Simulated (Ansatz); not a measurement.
Input file for AlBF2H2O (`O[B](F)[AlH][F]`):

```yaml
crystal:
  periodic: [false, false, false]
  atoms:
    - {symbol: O, position_ang: [-0.992600, 1.285828, 0.867920]}
    - {symbol: B, position_ang: [-0.000137, 0.370946, 0.912061]}
    - {symbol: F, position_ang: [0.624019, 0.259902, 2.082030]}
    - {symbol: Al, position_ang: [0.545572, -0.832858, -0.787748]}
    - {symbol: F, position_ang: [-0.402603, -0.478830, -2.103954]}
    - {symbol: H, position_ang: [-1.423314, 1.342009, 0.011289]}
    - {symbol: H, position_ang: [1.649073, -1.946998, -0.981620]}
basis:
  gaussian: {orbitals: def2-QZVPP}
correlation: {method: ccsd_t}
```

```sh
$ ansatz run in.yaml --threads 2 --pin off --events-out ev --progress --plain --max-ram 32768MiB --backend cuda --devices 0, --max-vram 18GiB
```

Log, shortened:

```
Functional definition: HF
2195 factors; integrals over basis functions are off by at most 8.7e-4 eV
mean field evaluation 1: about -14739.7006 eV, gradient 5.1e1 eV
mean field evaluation 2: about -14739.7860 eV, gradient 5.1e1 eV
mean field evaluation 4: about -14744.4611 eV, gradient 3.0e0 eV
mean field evaluation 8: about -14744.5140 eV, gradient 2.8e-1 eV
mean field -14744.51422690 eV, -541.8509036480 hartree, gradient 8.6e-7 eV, S^2 0.000000; 0 other end points of the search recorded, 0 dependent functions left out
9 core orbitals not correlated: weight in the atoms' cores, before any rotation towards them, 1.000 or more for the frozen orbitals, at most 0.000 for the correlated occupied ones
reference -14744.51422690 eV, -541.8509036480 hartree; 14, 14 occupied and 335, 335 virtual orbitals, 2195 factors
second order -26.83290062 eV of doubles, -0.00000000 eV of singles
cycle   1  -26.37701128 eV  change    4.6e-1 eV  update   1.1e-1
cycle   2  -26.92853655 eV  change   -5.5e-1 eV  update   3.4e-2
cycle   3  -27.07405124 eV  change   -1.5e-1 eV  update   1.8e-2
cycle   4  -27.04836172 eV  change    2.6e-2 eV  update   4.2e-3
cycle   5  -27.04394624 eV  change    4.4e-3 eV  update   1.9e-3
cycle   6  -27.04586716 eV  change   -1.9e-3 eV  update   6.3e-4
cycle   7  -27.04581687 eV  change    5.0e-5 eV  update   2.1e-4
cycle   8  -27.04561491 eV  change    2.0e-4 eV  update   7.4e-5
cycle   9  -27.04562048 eV  change   -5.6e-6 eV  update   3.1e-5
perturbative correction -0.93452823 eV, -0.0343432789 hartree
Total energy: -14772.49437561 eV, -542.8791551475 hartree
```

It took 34 s on 2 threads of an AMD EPYC 7R13 on a shared host and a share of an NVIDIA H100 80 GB, with 1.6 GiB of host memory at the peak.

MP2 recovers 95.9 % of the CCSD(T) correlation energy and the triples give 3.3 %; T1 = 0.0133.
